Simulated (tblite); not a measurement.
Species: C6H16Si2.
SMILES with atom numbers: `[SiH3:1][CH2:2][CH2:3][SiH2:4][CH:5]1[CH2:6][CH2:7][CH2:8]1` (hydrogens: H9, H10, H11 on Si1; H12, H13 on C2; H14, H15 on C3; H16, H17 on Si4; H18 on C5; H19, H20 on C6; H21, H22 on C7; H23, H24 on C8)

Computed with GFN2-xTB (tblite), gas phase: L-BFGS steps from a force-field or distance-geometry start until the largest atomic force falls under 0.01 eV/Å.

Step 97: E = -664.8172 eV
```
atom  x, y, z in Å  |  force x, y, z in eV/Å
Si1     4.0483   -0.6422    0.2831    0.001   0.003  -0.025
C2      2.3788   -0.5800   -0.6249   -0.005   0.005   0.016
C3      1.6360    0.7313   -0.3647   -0.017  -0.012  -0.007
Si4    -0.1205    0.7994   -1.1045   -0.024   0.001   0.021
C5     -1.4298    0.3552    0.2086   -0.018   0.018  -0.023
C6     -2.0994   -1.0349    0.1339    0.018  -0.012   0.020
C7     -3.4835   -0.3746    0.0936    0.028   0.041   0.006
C8     -2.8174    1.0056    0.0254    0.002   0.042  -0.029
H9      4.7926   -1.8209   -0.1621    0.022  -0.014   0.023
H10     4.8058    0.5745   -0.0183    0.020  -0.005  -0.019
H11     3.8245   -0.7029    1.7302   -0.014  -0.017  -0.006
H12     1.7561   -1.4220   -0.3162   -0.004   0.001   0.001
H13     2.5338   -0.6902   -1.7008   -0.026  -0.009   0.037
H14     2.2297    1.5493   -0.7754   -0.004   0.005   0.021
H15     1.5772    0.9070    0.7117    0.044  -0.008   0.002
H16    -0.2561   -0.1230   -2.2422    0.026   0.031   0.010
H17    -0.3434    2.1757   -1.5719   -0.070   0.001  -0.011
H18    -1.0471    0.5417    1.2158   -0.012   0.002  -0.046
H19    -1.8633   -1.5990   -0.7665    0.017   0.011  -0.013
H20    -1.9193   -1.6715    0.9969    0.006  -0.054   0.030
H21    -4.0906   -0.6335   -0.7733    0.004   0.005   0.049
H22    -4.0740   -0.5297    0.9960    0.019  -0.020  -0.032
H23    -3.1064    1.7098    0.8042   -0.010  -0.035   0.016
H24    -2.9439    1.4949   -0.9376   -0.003   0.021  -0.041
```

Step 98: E = -664.8181 eV
```
atom  x, y, z in Å  |  force x, y, z in eV/Å
Si1     4.0411   -0.6481    0.2845    0.005   0.001  -0.014
C2      2.3737   -0.5795   -0.6263   -0.016   0.003   0.018
C3      1.6371    0.7366   -0.3716   -0.003   0.001   0.000
Si4    -0.1221    0.8070   -1.1046   -0.026   0.005   0.019
C5     -1.4271    0.3587    0.2116   -0.020   0.009  -0.022
C6     -2.0908   -1.0356    0.1412    0.019   0.006   0.011
C7     -3.4776   -0.3789    0.0895    0.031  -0.003   0.003
C8     -2.8169    1.0042    0.0257   -0.001   0.011  -0.019
H9      4.7834   -1.8281   -0.1615    0.021  -0.010   0.022
H10     4.8030    0.5679   -0.0098    0.016  -0.010  -0.022
H11     3.8135   -0.7128    1.7311   -0.013  -0.016  -0.009
H12     1.7458   -1.4177   -0.3171   -0.002   0.004   0.011
H13     2.5292   -0.6949   -1.7013   -0.022  -0.002   0.024
H14     2.2332    1.5497   -0.7901   -0.016  -0.010   0.029
H15     1.5833    0.9198    0.7045    0.044  -0.012  -0.018
H16    -0.2616   -0.1116   -2.2448    0.027   0.029   0.009
H17    -0.3491    2.1851   -1.5665   -0.064  -0.009  -0.007
H18    -1.0435    0.5506    1.2176   -0.016  -0.001  -0.050
H19    -1.8475   -1.6046   -0.7556    0.007   0.030   0.022
H20    -1.9108   -1.6667    1.0101   -0.013  -0.025  -0.006
H21    -4.0765   -0.6416   -0.7827    0.019   0.013   0.054
H22    -4.0771   -0.5382    0.9856    0.033  -0.010  -0.033
H23    -3.1117    1.7028    0.8076   -0.005  -0.029   0.006
H24    -2.9429    1.4958   -0.9362   -0.005   0.023  -0.030
```

Q: Estimate the geometry and energy of step 99. (The exact step hangs on the optimiser's Hessian estimate; all steps are aligned on step 98, rigid shifts and turns removed.)

A: E = -664.8196 eV, largest force 0.077 eV/Å
```
atom  x, y, z in Å  |  force x, y, z in eV/Å
Si1     4.0256   -0.6591    0.2863    0.016  -0.007   0.006
C2      2.3607   -0.5811   -0.6268   -0.027  -0.010   0.015
C3      1.6375    0.7441   -0.3826    0.011   0.013   0.009
Si4    -0.1246    0.8238   -1.1064   -0.029   0.009   0.024
C5     -1.4212    0.3681    0.2153   -0.018  -0.004  -0.021
C6     -2.0710   -1.0345    0.1530    0.024   0.035  -0.003
C7     -3.4635   -0.3885    0.0825    0.029  -0.067   0.001
C8     -2.8162    1.0014    0.0258   -0.013  -0.031  -0.003
H9      4.7641   -1.8419   -0.1597    0.018   0.000   0.023
H10     4.7923    0.5562    0.0007    0.017  -0.016  -0.027
H11     3.7926   -0.7268    1.7324   -0.011  -0.017  -0.014
H12     1.7241   -1.4111   -0.3146   -0.008  -0.001   0.032
H13     2.5158   -0.7080   -1.6998   -0.014   0.012  -0.006
H14     2.2407    1.5466   -0.8111   -0.023  -0.005   0.023
H15     1.5916    0.9391    0.6921    0.036  -0.015  -0.025
H16    -0.2724   -0.0864   -2.2513    0.027   0.023   0.000
H17    -0.3558    2.2055   -1.5572   -0.056  -0.016  -0.002
H18    -1.0355    0.5695    1.2187   -0.024  -0.002  -0.050
H19    -1.8139   -1.6094   -0.7379   -0.005   0.044   0.063
H20    -1.8905   -1.6561    1.0309   -0.035   0.012  -0.055
H21    -4.0491   -0.6599   -0.7962    0.039   0.026   0.039
H22    -4.0767   -0.5576    0.9678    0.049   0.013  -0.016
H23    -3.1226    1.6889    0.8131    0.005  -0.015  -0.011
H24    -2.9437    1.4971   -0.9343   -0.008   0.020  -0.004
```

The energy changes by -0.0015 eV. The first-order estimate −F·Δx gives -0.0021 eV and the mean of the old and new forces, exact on a quadratic surface, -0.0015 eV. The step makes an angle of 84° with the force vector and moves no atom by more than 0.038 Å.

What follows is the cost of the whole relaxation. Hardware: an Intel Xeon 6975P-C with one thread, shared host with 192 logical CPUs at a one-minute load of 50. Cost: 1.6 s.
